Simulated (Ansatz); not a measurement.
Mulliken charges of CH₃InO, SMILES `O=[CH][InH2]` from r2SCAN/def2-TZVPP in Ansatz (PBE0-D4/def2-TZVP geometry).

| atom | x (Å) | y (Å) | z (Å) | charge (e) |
| --- | --- | --- | --- | --- |
| O1 | -1.097 | -1.593 | 0.490 | -0.279 |
| C2 | -0.088 | -1.197 | -0.037 | 0.028 |
| In3 | 0.191 | 0.999 | -0.039 | 0.502 |
| H4 | 0.618 | -1.944 | -0.477 | 0.023 |
| H5 | -0.514 | 1.926 | -1.310 | -0.137 |
| H6 | 0.932 | 1.745 | 1.328 | -0.137 |

By hand: the dipole of these point charges (1 e Å = 4.8032 D).

Σ q r = (0.356, 0.365, -0.171) e Å, of length 0.538 e Å = 2.58 D.

How does the dipole of the full density compare? (Estimate.)

The calculation gave: (0.363, 0.131, -0.190) e Å, 2.07 D; the point charges give 1.25 times that, at 25° from its direction.

Point charges leave out the atoms' own dipoles, such as those of lone pairs, and Mulliken's split depends on the basis, so the two needn't agree.
